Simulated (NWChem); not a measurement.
System: GeClF, singlet; SMILES [F][Ge][Cl]

NWChem input:

```
start job
memory heap 200 mb stack 900 mb global 1100 mb
geometry units angstroms noautoz
  Ge     0.427253     0.501823     0.000000
  F     -1.154266     1.301043     0.000000
  Cl    -0.231698    -1.611332     0.000000
end
basis spherical
  Ge library def2-svpd
  F library def2-svpd
  Cl library def2-svpd
end
dft
  xc hfexch
  iterations 150
  mulliken
end
task dft energy
```

Parts of the log:

```
             Northwest Computational Chemistry Package (NWChem) 7.3.0
             --------------------------------------------------------

 CS  symmetry detected

                             Geometry "geometry" -> ""
                             -------------------------

 Output coordinates in angstroms (scale by  1.889725989 to convert to a.u.)

  No.       Tag          Charge          X              Y              Z
 ---- ---------------- ---------- -------------- -------------- --------------
    1 Ge                  32.0000     0.43703418     0.49669304     0.00000000
    2 F                    9.0000    -1.14691808     1.29107971     0.00000000
    3 Cl                  17.0000    -0.21546065    -1.61846439     0.00000000

 Effective nuclear repulsion energy (a.u.)     242.5610255625

      Symmetry information
      --------------------

 Group name             Cs
 Group number              2
 Group order               2
 No. of unique centers     3

  xc_inp: hfexch multiplicative factor not found.

                                 NWChem DFT Module
                                 -----------------

 Summary of "ao basis" -> "ao basis" (spherical)
 ------------------------------------------------------------------------------
       Tag                 Description            Shells   Functions and Types
 ---------------- ------------------------------  ------  ---------------------
 Ge                        def2-svpd                14       38   6s4p4d
 F                         def2-svpd                 9       23   4s3p2d
 Cl                        def2-svpd                11       27   5s4p2d

      Symmetry analysis of basis
      --------------------------

        a'         61
        a"         27

            General Information
            -------------------
          SCF calculation type: DFT
          Wavefunction type:  closed shell.
          No. of atoms     :     3
          No. of electrons :    58
           Alpha electrons :    29
            Beta electrons :    29
          Charge           :     0
          Spin multiplicity:     1
          Use of symmetry is: on ; symmetry adaption is: on
          Maximum number of iterations: 150
          AO basis - number of functions:    88
                     number of shells:    34
          Convergence on energy requested:  1.00D-06
          Convergence on density requested:  1.00D-05
          Convergence on gradient requested:  5.00D-04

              XC Information
              --------------
                     Hartree-Fock (Exact) Exchange  1.000

      Superposition of Atomic Density Guess
      -------------------------------------

 Sum of atomic energies:       -2633.67047612

      Non-variational initial energy
      ------------------------------

 Total energy =   -2633.763141
 1-e energy   =   -4152.663969
 2-e energy   =    1276.339802
 HOMO         =      -0.316122
 LUMO         =      -0.042231

      Symmetry analysis of molecular orbitals - initial
      -------------------------------------------------

  Numbering of irreducible representations:

     1 a'          2 a"

  Orbital symmetries:

     1 a'          2 a'          3 a'          4 a'          5 a'
     6 a"          7 a'          8 a'          9 a'         10 a'
    11 a"         12 a'         13 a'         14 a'         15 a"
    16 a'         17 a'         18 a'         19 a"         20 a"
    21 a'         22 a'         23 a'         24 a'         25 a"
    26 a'         27 a"         28 a'         29 a'         30 a"
    31 a'         32 a'         33 a'         34 a'         35 a"
    36 a'         37 a'         38 a'         39 a"

     ---------------------------------------------
      Total Density - Mulliken Population Analysis
     ---------------------------------------------

    Atom       Charge   Shell Charges
 -----------   ------   -------------------------------------------------------
    1 Ge  32    30.50   2.00  2.00  2.00  1.33  0.47  0.06  6.00  5.98  0.42  0.19  8.15  1.80  0.11 -0.01
    2 F    9     9.82   1.99  1.16  0.79  0.02  3.54  2.17  0.13  0.00  0.01
    3 Cl  17    17.68   2.00  1.99  1.25  0.71  0.02  5.94  2.19  3.37  0.18  0.01  0.02

   convergence    iter        energy       DeltaE   RMS-Dens  Diis-err
 ---------------- ----- ----------------- --------- --------- ---------
 d= 0,ls=0.0,diis     1  -2633.8415063898 -2.88D+03  9.77D-03  5.34D-01
 d= 0,ls=0.0,diis     2  -2633.8842689443 -4.28D-02  3.02D-03  3.01D-01
 d= 0,ls=0.0,diis     3  -2633.9094419271 -2.52D-02  9.80D-04  2.27D-03
 d= 0,ls=0.0,diis     4  -2633.9100251520 -5.83D-04  4.44D-04  3.96D-04
 d= 0,ls=0.0,diis     5  -2633.9101456724 -1.21D-04  1.80D-04  3.87D-05
  Resetting Diis
 d= 0,ls=0.0,diis     6  -2633.9101620504 -1.64D-05  5.88D-05  5.15D-06
 d= 0,ls=0.0,diis     7  -2633.9101639689 -1.92D-06  1.18D-05  5.72D-07
 d= 0,ls=0.0,diis     8  -2633.9101641151 -1.46D-07  4.72D-06  1.58D-07

         Total DFT energy =    -2633.910164115140
      One electron energy =    -4152.213659686980
           Coulomb energy =     1390.884450042562
    Exchange-Corr. energy =     -115.141980033174
 Nuclear repulsion energy =      242.561025562451

 Numeric. integr. density =        0.000000000000

                  Occupations of the irreducible representations
                  ----------------------------------------------

                     irrep           alpha         beta
                     --------     --------     --------
                     a'               22.0         22.0
                     a"                7.0          7.0

                       DFT Final Molecular Orbital Analysis
                       ------------------------------------

 Vector   27  Occ=2.000000D+00  E=-4.744414D-01  Symmetry=a"
              MO Center= -1.8D-01, -1.5D+00, -2.2D-15, r^2= 1.4D+00
   Bfn.  Coefficient  Atom+Function         Bfn.  Coefficient  Atom+Function
  ----- ------------  ---------------      ----- ------------  ---------------
    75      0.613124  3 Cl pz                72      0.448584  3 Cl pz
    69      0.259814  3 Cl pz                78      0.079453  3 Cl pz
    15      0.075106  1 Ge pz                45      0.059840  2 F  pz
    18      0.053638  1 Ge pz                48     -0.044887  2 F  pz
    12     -0.044605  1 Ge pz                30     -0.035213  1 Ge d -1

 Vector   28  Occ=2.000000D+00  E=-4.723312D-01  Symmetry=a'
              MO Center= -1.6D-01, -1.5D+00,  3.7D-14, r^2= 1.5D+00
   Bfn.  Coefficient  Atom+Function         Bfn.  Coefficient  Atom+Function
  ----- ------------  ---------------      ----- ------------  ---------------
    73      0.531329  3 Cl px                70      0.395916  3 Cl px
    74     -0.304891  3 Cl py                67      0.227587  3 Cl px
    71     -0.222101  3 Cl py                68     -0.128885  3 Cl py
    44      0.106873  2 F  py                47     -0.085433  2 F  py
    13      0.071833  1 Ge px                76      0.065961  3 Cl px

 Vector   29  Occ=2.000000D+00  E=-4.110995D-01  Symmetry=a'
              MO Center=  4.7D-01,  7.0D-02, -4.5D-15, r^2= 3.3D+00
   Bfn.  Coefficient  Atom+Function         Bfn.  Coefficient  Atom+Function
  ----- ------------  ---------------      ----- ------------  ---------------
     4      0.536487  1 Ge s                  5      0.438803  1 Ge s
     3     -0.314323  1 Ge s                 74     -0.315671  3 Cl py
    73     -0.269641  3 Cl px                13      0.221027  1 Ge px
    71     -0.209591  3 Cl py                43      0.187054  2 F  px
    70     -0.186027  3 Cl px                46     -0.159224  2 F  px

 Vector   30  Occ=0.000000D+00  E=-7.276338D-04  Symmetry=a"
              MO Center=  5.9D-01,  4.7D-01,  1.8D-14, r^2= 3.3D+00
   Bfn.  Coefficient  Atom+Function         Bfn.  Coefficient  Atom+Function
  ----- ------------  ---------------      ----- ------------  ---------------
    18      0.692072  1 Ge pz                15      0.378431  1 Ge pz
    12     -0.227272  1 Ge pz                75     -0.217549  3 Cl pz
    37     -0.133655  1 Ge d  1              45      0.132972  2 F  pz
    48     -0.132880  2 F  pz                72     -0.116746  3 Cl pz
    35      0.102819  1 Ge d -1               9      0.073490  1 Ge pz

 Vector   31  Occ=0.000000D+00  E= 7.398831D-02  Symmetry=a'
              MO Center=  9.1D-01,  1.6D+00, -6.0D-15, r^2= 7.1D+00
   Bfn.  Coefficient  Atom+Function         Bfn.  Coefficient  Atom+Function
  ----- ------------  ---------------      ----- ------------  ---------------
     6      3.491397  1 Ge s                  5     -1.955322  1 Ge s
    66     -1.419338  3 Cl s                 77     -0.407012  3 Cl py
    16     -0.311889  1 Ge px                42     -0.274390  2 F  s
    38     -0.262070  1 Ge d  2              65      0.215733  3 Cl s
    34      0.208923  1 Ge d -2              14      0.205664  1 Ge py

 Vector   32  Occ=0.000000D+00  E= 8.836325D-02  Symmetry=a'
              MO Center=  1.2D+00, -4.7D-01, -5.3D-15, r^2= 7.7D+00
   Bfn.  Coefficient  Atom+Function         Bfn.  Coefficient  Atom+Function
  ----- ------------  ---------------      ----- ------------  ---------------
     6      2.161823  1 Ge s                  5     -1.545734  1 Ge s
    42     -0.502398  2 F  s                 38      0.465965  1 Ge d  2
    77     -0.407048  3 Cl py                17     -0.311394  1 Ge py
    34     -0.258831  1 Ge d -2              65     -0.221934  3 Cl s
    14     -0.201824  1 Ge py                16     -0.187287  1 Ge px

     ---------------------------------------------
      Total Density - Mulliken Population Analysis
     ---------------------------------------------

    Atom       Charge   Shell Charges
 -----------   ------   -------------------------------------------------------
    1 Ge  32    30.67   2.00  2.00  2.00  1.39  0.26  0.03  6.00  5.98  0.65  0.26  8.17  1.79  0.16 -0.01
    2 F    9     9.76   1.99  1.12  0.84  0.08  3.30  2.24  0.18  0.00  0.01
    3 Cl  17    17.57   2.00  1.99  1.21  0.76  0.03  5.94  2.07  3.33  0.21  0.01  0.02

     -------------------------------------------
      Total Density - Lowdin Population Analysis
     -------------------------------------------

    Atom       Charge   Shell Charges
 -----------   ------   -------------------------------------------------------
    1 Ge  32    31.11   2.00  2.00  1.95  0.75  0.37  0.21  5.99  5.79  0.86  0.57  7.88  2.00  0.44  0.29
    2 F    9     9.67   1.98  1.00  0.70  0.16  3.20  2.14  0.37  0.00  0.12
    3 Cl  17    17.22   2.00  1.96  0.98  0.67  0.17  5.83  2.21  2.88  0.39  0.01  0.12

     Multipole analysis of the density
     ---------------------------------

     L   x y z        total         alpha         beta         nuclear
     -   - - -        -----         -----         ----         -------
     0   0 0 0     -0.000000    -29.000000    -29.000000     58.000000

     1   1 0 0      0.978286      0.489143      0.489143      0.000000
     1   0 1 0      0.390038      0.195019      0.195019      0.000000
     1   0 0 1      0.000000      0.000000      0.000000      0.000000

     2   2 0 0    -27.967136    -47.444351    -47.444351     66.921566
     2   1 1 0      1.780838      1.698200      1.698200     -1.615563
     2   1 0 1     -0.000000     -0.000000     -0.000000      0.000000
     2   0 2 0    -28.741781   -134.763552   -134.763552    240.785323
     2   0 1 1     -0.000000     -0.000000     -0.000000      0.000000
     2   0 0 2    -23.771878    -11.885939    -11.885939      0.000000
```

Level: Hartree-Fock/def2-SVPD. Low-valent species are run as closed-shell singlets; no triplet was tried in these runs. The geometry was optimised at PBE-D3(BJ)/def2-SVP.
